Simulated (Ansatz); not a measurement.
Reaction (redistribution): `[AlH2][O][SiH2]S` + `BCC[SiH3]` → `BC[SiH2]S` + `[AlH2][O]C[SiH3]`

Calculated with Ansatz (gas phase, PBE0-D4/def2-TZVP geometries, no zero-point term in ΔE). CCSD(T)/CBS adds triple-zeta CCSD(T) − MP2 to the extrapolated MP2 energy (def2 sets, frozen cores). DFT in def2-TZVPP. One conformer a species, not always the lowest.

CCSD(T)/CBS gives +166.4 kJ/mol.

Another level gave +158.3 kJ/mol. Which?
A. PBE/def2-TZVPP
B. PBE0-D4/def2-TZVPP
C. r2SCAN-D4/def2-TZVPP
D. SCS-MP2/def2-TZVPP

C. r2SCAN-D4 158.3, PBE0-D4 152.7, SCS-MP2/def2-TZVPP 170.0, PBE 143.0 kJ/mol.

Largest T1 diagnostic among the species: 0.013.

From PBE to PBE0 (25 % exact exchange), in def2-TZVPP and without D4, ΔE moves by +9.3 kJ/mol.
